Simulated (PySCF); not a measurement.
A mixed set of molecules. Level of theory: PySCF 2.14.0, density-fitted response routines, TDDFT PBE0/def2-SVPD, vertical, gas phase, core orbitals frozen in the response. Geometries: PBE0-D3(BJ)/def2-SVP; one conformer of each isolated species. Triplets are in the Tamm–Dancoff approximation. Relativistic effects are left out although some hold elements past zinc.

Question: Rank by computed lowest singlet excitation energy, lowest first.
A. `C=CC[C@@H]1CCC[O+]1[AlH3-]`
B. `CC[C@@H]1CCC[CH2][GeH2]1`
C. `COCCPCOC`
D. `[C@@H]1(C[C@@H](CC1)CC)[GeH3]`

Answer: C (5.97 eV), A (6.16 eV), B (6.92 eV), D (7.12 eV).

```
                     SMILES  S1 (eV)  f (S1)  gap (eV)  α (au)  HOMO (eV)  S1 mainly
                   COCCPCOC     5.97   0.058      7.10   100.8      -6.61  H→L (88%)
 C=CC[C@@H]1CCC[O+]1[AlH3-]     6.16   0.001      7.11   118.9      -7.20  H→L (68%)
   CC[C@@H]1CCC[CH2][GeH2]1     6.92   0.006      7.96   112.9      -7.36  H→L (97%)
CC[C@@H]1CC[C@@H]([GeH3])C1     7.12   0.007      8.21   113.4      -7.83  H→L (96%)
```

H and L stand for HOMO and LUMO.

- `COCCPCOC`: Löwdin shares by element: HOMO phosphorus 50%, carbon 21% or more, oxygen 13% or more (atoms not listed hold the other 17%); LUMO carbon 25% or more, phosphorus 19%, hydrogen 11% or more (atoms not listed hold the other 45%).
- `C=CC[C@@H]1CCC[O+]1[AlH3-]`: Löwdin shares by element: HOMO hydrogen 52% or more, aluminium 34%, oxygen 5%; LUMO carbon 58% or more, hydrogen 5% or more (atoms not listed hold the other 37%).
- `CC[C@@H]1CCC[CH2][GeH2]1`: Löwdin shares by element: HOMO carbon 46% or more, germanium 19% (atoms not listed hold the other 35%); LUMO germanium 25%, carbon 13% or more, hydrogen 8% or more (atoms not listed hold the other 54%).
- `CC[C@@H]1CC[C@@H]([GeH3])C1`: Löwdin shares by element: HOMO carbon 48% or more, germanium 21% (atoms not listed hold the other 31%); LUMO germanium 33%, hydrogen 19% or more (atoms not listed hold the other 48%).

Without π bonds the low states are Rydberg-like; a valence basis with one diffuse set may place them up to an eV too high.
